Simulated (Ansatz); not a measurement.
`[OH][Zr]([F])([Cl])[I]` + NH₃ → `[NH2][Zr]([OH])([F])[Cl]` + HI  (ligand exchange at a Zr–I bond)

Program: Ansatz. Geometries: PBE0-D4/def2-TZVP. ΔE: electronic, gas phase. CBS: MP2 limit from def2 TZ/QZ plus the TZ coupled-cluster correction, frozen cores. This one scheme is used for every species. Functionals use def2-TZVPP. B3LYP here is the variant with VWN-RPA as its local correlation; programs differ in this. HSE06 is defined as in plane-wave codes. Elements past krypton have def2 core potentials. For I, Zr outer-core shells are correlated without core-valence functions, which leaves a few kJ/mol of doubt a bond. One conformer a species, not always the lowest.

`[OH][Zr]([F])([Cl])[I]`:

```xyz
6

O     0.017    0.537    1.381
Zr    0.087   -0.036   -0.409
F     1.730    0.511   -1.161
Cl   -1.674    0.931   -1.609
I    -0.099   -2.748   -0.495
H    -0.061    0.806    2.293
```

NH₃:

Cartesian coordinates in Å:
```
N 0.125 0.250 0.035
H -0.812 0.241 0.418
H 0.048 0.002 -0.944
H 0.640 -0.493 0.490
```

`[NH2][Zr]([OH])([F])[Cl]`:

Cartesian coordinates in Å:
```
N -1.252 0.718 -0.452
Zr 0.161 -0.527 0.261
O 1.835 0.205 -0.276
F -0.178 -2.277 -0.421
Cl 0.005 -0.641 2.626
H -1.091 1.645 -0.821
H -2.242 0.513 -0.495
H 2.763 0.363 -0.422
```

HI:

```xyz
2

I     0.080    0.230   -0.767
H    -0.080   -0.230    0.767
```

CCSD(T)/CBS gives +89.2 kJ/mol.

(1) Another level gave +75.2 kJ/mol. Which?
A. HSE06-D4/def2-TZVPP
B. CAM-B3LYP/def2-TZVPP
C. B3LYP/def2-TZVPP
D. BHLYP/def2-TZVPP

(2) What do rigid-rotor, harmonic-oscillator terms from PBE0-D4/def2-TZVP frequencies (298.15 K, 1 bar) make of the CCSD(T)/CBS value? (Estimate.)

Largest T1 diagnostic among the species: 0.016.

Answers

(1) B. CAM-B3LYP 75.2, B3LYP 79.9, HSE06-D4 89.7, BHLYP 84.2 kJ/mol.

(2) Ansatz gave: ΔZPE = -13.9 kJ/mol, ΔH = +75.0 kJ/mol, ΔS = -2 J/(mol·K), ΔG = +75.6 kJ/mol.

At CCSD(T), def2-SVP lies −14.5 kJ/mol from the extrapolated value and def2-TZVPP −2.9 kJ/mol. Leaving LDA and LC-ωPBE aside and taking each functional with its dispersion term where it has one, the values, not all of them listed here, spread over 17.5 kJ/mol, from CAM-B3LYP-D4 to PBE-QIDH.

CCSD(T)/CBS has its own doubt, a few kJ/mol and more with outer-core shells, so smaller differences from it don't rank the levels.
